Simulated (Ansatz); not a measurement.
Frontier orbitals of `[Br][SnH2][Br]`.

```csv
atom,x (Å),y (Å),z (Å)
Br1,-2.141,-0.353,-0.870
Sn2,0.032,0.099,0.206
Br3,1.796,-0.700,-1.323
H4,0.114,-0.826,1.626
H5,0.198,1.781,0.361
```

Charge 0, multiplicity 1. Correlated methods include outer-core shells of Br, Sn, which these sets cover unevenly. Scalar relativity is left out up to krypton. Sn: def2 effective core potential. Geometry: relaxed with PBE0-D4/def2-TZVP. Basis def2-TZVPP, Ansatz.

Orbital energies of one run (eV). Highest occupied ones, from the top: -8.20, -8.20, -8.36, -8.46, -9.94, -10.03, -10.44, -14.63, -20.84, -21.25, -29.23, -29.23, -29.31, -29.39. Empty: -2.03, -1.08, -0.31, 1.04, 1.91, 2.07.

(1) Which functional gave them?
A. revPBE
B. BHLYP
C. B3LYP
D. PBE

Results:

(1) C. HOMO energies: B3LYP -8.20, PBE -7.19, revPBE -7.15, BHLYP -9.56 eV.

B3LYP here is the variant with VWN-RPA as its local correlation; programs differ in this.
